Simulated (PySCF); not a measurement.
Fe¹⁵⁺ (iron, charge +15) across methods

[Ne] 3s1, 2S determinant. Calculation: PySCF 2.14, in an even-tempered Gaussian basis (18 s from 1.1 bohr⁻², ratio 2.5; 11 p from 1.4 bohr⁻², ratio 2.5; 5 d from 5.7 bohr⁻², ratio 2.7; 4 f from 8.5 bohr⁻², ratio 2.7); scalar relativity by spin-free X2C-1e.

| method | E (hartree) | mean ε 2p α (eV) | mean ε 2p β (eV) | mean ε 3s α (eV) | Σ⟨r²⟩ (bohr²) | ⟨S²⟩ |
| --- | --- | --- | --- | --- | --- | --- |
| B97-3 | -1166.542 | -1187.7 | -1186.6 | -479.74 | 1.077 | 0.750 |
| PBE0 | -1166.445 | -1186.7 | -1185.5 | -479.56 | 1.078 | 0.750 |
| B3LYP | -1166.612 | -1184.5 | -1183.4 | -479.37 | 1.077 | 0.750 |
| r2SCAN | -1166.649 | -1179.6 | -1178.5 | -476.75 | 1.079 | 0.750 |
| PBE | -1166.379 | -1174.0 | -1172.9 | -476.28 | 1.078 | 0.750 |
| UHF | -1166.20709 | -1223.2 | -1221.6 | -488.76 | 1.079 | 0.750 |

(1) Estimate the same row for LDA.

Answers

(1) E (hartree) = -1163.998; mean ε 2p α (eV) = -1173.2; mean ε 2p β (eV) = -1172.1; mean ε 3s α (eV) = -476.12; Σ⟨r²⟩ (bohr²) = 1.079; ⟨S²⟩ = 0.750.
